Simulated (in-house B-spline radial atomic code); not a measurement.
RPA and G0W0 for P, [Ne] 3s2 3p3, highest spin, as one setting changes: the share of exact exchange in the PBE hybrid start. A dash marks a level of low quasi-particle weight. Computed with a B-spline radial code for spherical atoms: all electrons, non-relativistic, point nucleus, each spin shell either full or empty, empty states to l = 9 with an (l + 1/2)⁻⁴ tail; G0W0 by contour deformation at full frequency.

| share of exact exchange in the PBE hybrid start | mean-field level (eV) | G0W0 level (eV) | RPA correlation (Eh) |
| --- | --- | --- | --- |
| 0 | -6.294 | - | -0.85711 |
| 0.1 | ? | ? | ? |
| 0.2 | -7.284 | 3p up -10.400 | -0.82817 |
| 0.3 | -7.783 | 3p up -10.502 | -0.81504 |
| 0.4 | -8.284 | 3p up -10.582 | -0.80267 |
| 0.5 | -8.788 | 3p up -10.647 | -0.79095 |
| 0.6 | -9.293 | 3p up -10.700 | -0.77982 |
| 0.7 | -9.801 | 3p up -10.744 | -0.76921 |
| 0.8 | ? | ? | ? |
| 0.9 | -10.822 | 3p up -10.810 | -0.7494 |
| 1 | -11.334 | 3p up -10.836 | -0.74011 |

(1) What belongs in the row for 0.8?

(2) What belongs in the row for 0.1?

(3) At what share of exact exchange does G0W0 leave the highest level unchanged?

Answers

(1) mean-field level (eV): -10.310; G0W0 level (eV): 3p up -10.780; RPA correlation (Eh): -0.75909.

(2) mean-field level (eV): -6.788; G0W0 level (eV): 3p up -10.268; RPA correlation (Eh): -0.84214.

(3) Near 0.90, where the shift changes sign (-0.470 eV at 0.8, +0.011 eV at 0.9).
